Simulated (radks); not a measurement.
Results of a calculation; reference values are marked as such.
Spherical quantum dot in the effective-mass picture: electrons in a hard-walled sphere of radius 3.42, with a point charge +2 (a donor) at the centre, all in effective atomic units (hartree* = m*/eps^2 hartree, bohr* = eps/m* bohr), one dielectric constant everywhere. Level of theory: non-relativistic Kohn-Sham, PBE, spin-polarised, spherical densities (a radial shooting solver with Libxc functionals). Levels are named by radial order and angular momentum (1s, 1p, 1d, 2s, ...), and open shells are averaged over m.

N = 17, configuration 1s2 1p6 1d(up 5, down 2) 2s2. This is the lowest configuration that the search found. Occupied and some empty levels:

level    occupation  eigenvalue (hartree*)  <r> (bohr*)
1s up             1                 5.9042        1.744
1s down           1                 5.9366        1.686
1p up             3                 6.2857        2.285
1p down           3                 6.3372        2.278
2s up             1                 6.6094        1.436
2s down           1                 6.6317        1.486
1d up             5                 6.7151        2.400
1d down           2                 6.7695        2.397
1f up             0                 7.2778        2.481
1f down           0                 7.3336        2.480
1g up             0                 7.9663        2.547
1g down           0                 8.0230        2.546
2p up             0                 8.0713        1.721
2p down           0                 8.0973        1.716

Energy (hartree*): total 52.8315, kinetic 22.057, external -20.931, Hartree 59.594, exchange-correlation -7.8880.
